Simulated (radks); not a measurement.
The cerium anion Ce- inside a hard spherical wall (all orbitals vanish at R), configuration held at [Xe] 4f1 5d2 6s2 and not refilled when levels cross. All-electron calculation, scalar-relativistic Kohn-Sham, PBEsol, spin-unpolarised, spherical densities, point nucleus. Program: a radial shooting solver on a logarithmic mesh with Libxc functionals. Eigenvalues in eV, with the zero of energy where the potential of the charges vanishes at infinity; a dash marks a level that is unbound or too diffuse for the functional's potential to be trusted. A positive occupied level is held by the wall or, in an anion where self-interaction has pushed it up, behind a barrier. The pressure on the wall is -dE/dV.

| R (bohr) | E (hartree) | kinetic (hartree) | e(5p) | e(4f) | e(6s) | e(5d) | e(6p, empty) | e(7s, empty) | pressure (GPa) |
|---|---|---|---|---|---|---|---|---|---|
| 20 | -8857.1139 | 9387.428 | -17.859 | 0.010 | 0.333 | 1.678 | 1.777 | 2.045 | 0.000920 |
| 15 | -8857.1122 | 9387.433 | -17.624 | 0.248 | 0.486 | 1.878 | 2.094 | 3.053 | 0.00806 |
| 12 | -8857.1068 | 9387.458 | -17.234 | 0.641 | 0.754 | 2.210 | 2.558 | 4.560 | 0.0588 |
| 7 | -8856.9743 | 9387.959 | -13.904 | 4.077 | 3.745 | 5.147 | 6.958 | 16.871 | 4.65 |
| 5 | -8856.4601 | 9389.658 | -8.984 | 9.557 | 11.307 | 10.409 | 17.399 | 42.565 | 53.9 |
| 4 | -8855.3707 | 9393.419 | -3.249 | 16.433 | 24.284 | 17.627 | 34.088 | 79.564 | 281 |
| 3.5 | -8853.9689 | 9398.316 | 2.333 | 23.063 | 38.812 | 24.990 | 51.662 | 115.98 | 759 |
| 2 | -8822.8799 | 9492.912 | 83.237 | 91.594 | 254.23 | 128.97 | 286.65 | 549.68 | 40400 |
